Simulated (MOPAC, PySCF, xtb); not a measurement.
Two rigid molecules brought together: COS ··· H2Se (SMILES O=C=S and [SeH2]). Monomers: optimised at B3LYP-D3(BJ) (def2-TZVP), held rigid. Orientation: lowest of the rigid-body minima from ten starts at GFN2-xTB. Only R, the distance of the centres of mass, is varied, so the lowest point isn't the relaxed dimer. The table gives interaction energies.

```tsv
R / Å	A	B	C
3.53	45.28	56.56	94.82
3.68	27.12	29.71	54.39
3.88	9.84	11.17	23.75
4.12	1.95	1.98	6.58
4.34	0.88	-0.88	0.12
4.49	0.74	-1.53	-1.78
4.83	0.33	-1.67	-2.84
5.13	0.01	-1.41	-2.42
5.63	-0.18	-0.97	-1.33
6.28	-0.16	-0.55	-0.45
7.36	-0.08	-0.19	-0.11
8.63	-0.04	-0.05	-0.04
```

Energies in kJ/mol.

Problem. Assign the columns to these levels of theory: AM1, restricted, heats of formation (MOPAC); GFN1-xTB run with xtb; restricted B3LYP/6-31G*, spherical d, no counterpoise correction (PySCF).

Solution. A is AM1; B is GFN1-xTB; C is RKS-B3LYP/6-31G*.
